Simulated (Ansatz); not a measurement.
C₂H₇GeN, SMILES `N=C[CH2][GeH3]` at its PBE0-D4/def2-TZVP geometry, where that method's forces vanish. The species carries charge 0 and has multiplicity 1.

```tsv
atom	x (Å)	y (Å)	z (Å)
N1	0.8663	-2.1283	0.1736
C2	0.8305	-0.9295	0.5763
C3	-0.3480	-0.0279	0.6710
Ge4	-0.3632	1.2646	-0.8243
H5	-0.0702	-2.4543	-0.0768
H6	1.7870	-0.4818	0.8679
H7	-0.3163	0.5584	1.5935
H8	-1.2844	-0.5904	0.6431
H9	0.9701	2.0283	-0.8567
H10	-0.5529	0.5029	-2.1445
H11	-1.5190	2.2582	-0.6231
```

Problem. For each bond, give half the difference of the two atoms' forces along it (eV/Å; positive pushes the atoms apart) under PBE-D4, r2SCAN-D4, B3LYP-D4, ωB97M-V in def2-TZVPP. (Best estimate.)

Solution. The calculation gave: 
```tsv
bond	length (Å)	PBE-D4	r2SCAN-D4	B3LYP-D4	ωB97M-V
N1–C2	1.265	0.65	0.29	0.14	0.01
N1–H5	1.023	0.23	0.01	-0.05	-0.05
C2–C3	1.487	-0.21	-0.03	0.10	0.25
C2–H6	1.096	0.03	-0.05	-0.15	-0.15
C3–Ge4	1.977	0.08	0.07	0.18	-0.03
C3–H7	1.093	0.09	-0.03	-0.10	-0.09
C3–H8	1.093	0.11	-0.02	-0.09	-0.09
Ge4–H9	1.537	0.06	-0.06	-0.03	-0.06
Ge4–H10	1.536	0.06	-0.05	-0.03	-0.07
Ge4–H11	1.537	0.05	-0.06	-0.04	-0.07
```

B3LYP here is the variant with VWN-RPA as its local correlation; programs differ in this.

All numbers were calculated with Ansatz.
